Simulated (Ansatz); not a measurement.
`[SiH3][GeH2][Cl]` → `[GeH2]` + `[SiH3]Cl` at 600 K and 1 bar (germylene formation by 1,1-elimination).

Gas-phase electronic energies from Ansatz, PBE0-D4/def2-TZVP geometries. CCSD(T)/CBS adds triple-zeta CCSD(T) − MP2 to the extrapolated MP2 energy (def2 sets, frozen cores). This one scheme is used for every species. For Ge outer-core shells are correlated without core-valence functions, which leaves a few kJ/mol of doubt a bond. Scalar relativity is left out up to krypton.

```tsv
species	CCSD(T)/CBS energy (Eh)	H − E (kJ/mol)	S (J/(mol·K))
`[SiH3][GeH2][Cl]`	-2828.00643	163.1	415.5
`[GeH2]`	-2077.24753	50.4	247.2
`[SiH3]Cl`	-750.69636	99.4	294.6
```

H − E and S are ideal-gas, rigid-rotor, harmonic terms from PBE0-D4/def2-TZVP. 1 Eh = 2625.50 kJ/mol, R = 8.31446 J/(mol·K).

Question: By hand: ΔE, ΔH, ΔS and ΔG.

Answer: ΔE = (-2077.24753) + (-750.69636) − (-2828.00643) = 0.06254 Eh = 164.2 kJ/mol. Δ(H − E) = 50.4 + 99.4 − 163.1 = -13.3, so ΔH = 150.9 kJ/mol. ΔS = 247.2 + 294.6 − 415.5 = 126.3 J/(mol·K). ΔG = 150.9 − 600 × (126.3)/1000 = 75.1 kJ/mol.

Question: By hand: the equilibrium constant, and the temperature at which ΔG would vanish if ΔH and ΔS stayed fixed.

Answer: log₁₀ K = −ΔG/(RT ln 10) = -6.5. ΔG = 0 at ΔH/ΔS = 1195 K.

The number of gas molecules changes by +1, which sets the sign of ΔS. A doubt of 5 kJ/mol in ΔE shifts log₁₀ K by 0.4 here. These are equilibria of isolated gas molecules and say nothing of rates. Largest T1 diagnostic: 0.012 (customary marks: 0.02 for closed shells, 0.045 for open ones).
